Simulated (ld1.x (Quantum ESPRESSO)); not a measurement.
What one change does to a pseudopotential (In, TM)

indium, norm-conserving Troullier–Martins (Kleinman–Bylander form), made with ld1.x (Quantum ESPRESSO) 7.5 (PBEsol, scalar-relativistic). Core [Kr] 4d10, reference 5s2 5p1. Waves: 5s (bound): rc 2.25 bohr; 5p (bound): rc 1.95 bohr. Local part: the p channel. Core correction: Bessel-smoothed model core inside 1.80 bohr.

All-electron outer shells of the reference configuration (PBEsol, scalar-relativistic, ld1.x):

```
shell  level (eV)  outermost node (bohr)  outermost maximum (bohr)
   4p      -78.02                   0.42                      0.82
   4d      -18.59                   0.40                      0.94
   5s       -8.25                   1.02                      2.16
   5p       -2.52                   1.14                      2.85
```

Change: all radii but the core radius scaled by about 1.25 (s 2.82, p 2.44 bohr).

Cutoffs: the cutoffs (Ry, on a coarse ladder) from which the occupation-weighted sum of valence levels, in a spherical-Bessel basis at the reference potential, stays within 10 and 1 mRy of its value at 400 Ry; they do not see the model core or the augmentation charge, which bear on the density cutoff. Errors are all-electron minus pseudo energies relative to the spin-unpolarised reference configuration.

Task: Predict the effect on cutoff, ghosts and configuration errors.

Result: The potential gets softer (21 Ry and 30 Ry → 8 Ry and 18 Ry); the bound ghost in s disappears; of the 7 tests that both files solve, the error grows in 3 and shrinks in 1 by more than 15 % and 0.3 meV (median size 20.5 → 35.0 meV). A larger radius leaves more room for a smooth pseudo-wave, so fewer plane waves are needed.

```csv
quantity,base,changed
"cutoff, loose",21 Ry,8 Ry
"cutoff, tight",30 Ry,18 Ry
loose cutoff by channel (10 mRy a level),"s 8 Ry, p 18 Ry","s 8 Ry, p 6 Ry"
bound ghosts,s,none
"error for 5s2 5p0, meV [ΔE 5.36 eV]",-18,-15
"error for 5s1 5p0, meV [ΔE 24.64 eV]",-240,-228
"error for 5s2 5p0.5, meV [ΔE 1.94 eV]",-2.8,-2.5
"error for 5s1 5p1, meV [ΔE 12.01 eV]",-62,-73
"error for 5s2 5p1.3, meV [ΔE -0.53 eV]",-0.2,-0.1
"error for 5s0 5p3, meV [ΔE 12.01 eV]",-74,-148
"error for 5s1 5p2, meV [ΔE 5.88 eV]",-21,-35
```

 A true bound ghost makes a file unfit for plane-wave use even where its test errors are small: the radial tests pick states by their node count and pass the ghost by.
